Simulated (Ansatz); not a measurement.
Two members of one family ([Ln(H2O)6]3+), computed with Ansatz in the gas phase; def2 core potentials for Er, Ho, no spin–orbit coupling. HOMO and LUMO are taken over both spins. With an open 4f shell the SCF may have ended above the lowest state. The structures are stationary points that may keep the symmetry of their start.

First: [Ho(H2O)6]3+ (quintet, charge 3, PBE-D4/def2-SVP geometry).

```xyz
19

Ho    0.001    0.000   -0.001
O     0.868   -2.106    0.412
H     1.614   -2.351    1.011
H     0.580   -2.970    0.029
O    -0.866    2.107   -0.411
H    -0.578    2.969   -0.027
H    -1.611    2.352   -1.010
O     1.493    0.269   -1.750
H     2.180   -0.366   -2.067
H     1.592    1.045   -2.352
O    -1.492   -0.272    1.747
H    -1.595   -1.051    2.344
H    -2.174    0.364    2.070
O     1.541    0.921    1.461
H     1.443    1.075    2.432
H     2.449    1.253    1.261
O    -1.543   -0.919   -1.460
H    -2.451   -1.250   -1.257
H    -1.449   -1.069   -2.431
```

| level | HOMO (eV) | LUMO (eV) | gap (eV) |
| --- | --- | --- | --- |
| PBE-D4/def2-SVP | -20.57 | -18.70 | 1.87 |
| PBE-D4/def2-TZVP | -20.74 | -18.88 | 1.87 |
| r2SCAN-D4/def2-TZVP | -21.21 | -17.00 | 4.20 |
| PBE0-D4/def2-SVP | -22.74 | -14.77 | 7.98 |

Metal–donor distances: 6 × O 2.31 Å.

Second: [Er(H2O)6]3+ (quartet, charge 3, PBE-D4/def2-SVP geometry).

```csv
atom,x (Å),y (Å),z (Å)
Er1,-0.0002,-0.0024,0.0000
O2,0.2552,-0.8883,2.1136
H3,0.0453,-0.4638,2.9798
H4,0.6012,-1.7793,2.3615
O5,-0.2474,0.8872,-2.1134
H6,-0.5915,1.7787,-2.3611
H7,-0.0339,0.4647,-2.9788
O8,2.1364,0.8570,0.1063
H9,2.7839,0.7854,0.8481
H10,2.6150,1.3814,-0.5798
O11,-2.1417,-0.8531,-0.1035
H12,-2.6203,-1.3776,0.5825
H13,-2.7906,-0.7773,-0.8430
O14,-0.8255,1.9461,0.9159
H15,-1.7652,2.1711,1.1193
H16,-0.3224,2.7479,1.1943
O17,0.8230,-1.9501,-0.9187
H18,0.3177,-2.7521,-1.1960
H19,1.7610,-2.1755,-1.1268
```

**Question.** Estimate how these quantities change from the first to the second (second minus first).

**Answer.** 
| level | Δ HOMO (eV) | Δ LUMO (eV) | Δ gap (eV) |
| --- | --- | --- | --- |
| PBE-D4/def2-SVP | -0.28 | -0.36 | -0.08 |
| PBE-D4/def2-TZVP | -0.29 | -0.36 | -0.07 |
| r2SCAN-D4/def2-TZVP | -0.24 | -0.02 | 0.22 |
| PBE0-D4/def2-SVP | -0.04 | -0.42 | -0.37 |

Metal–donor distances: 6 × O 2.31 Å.
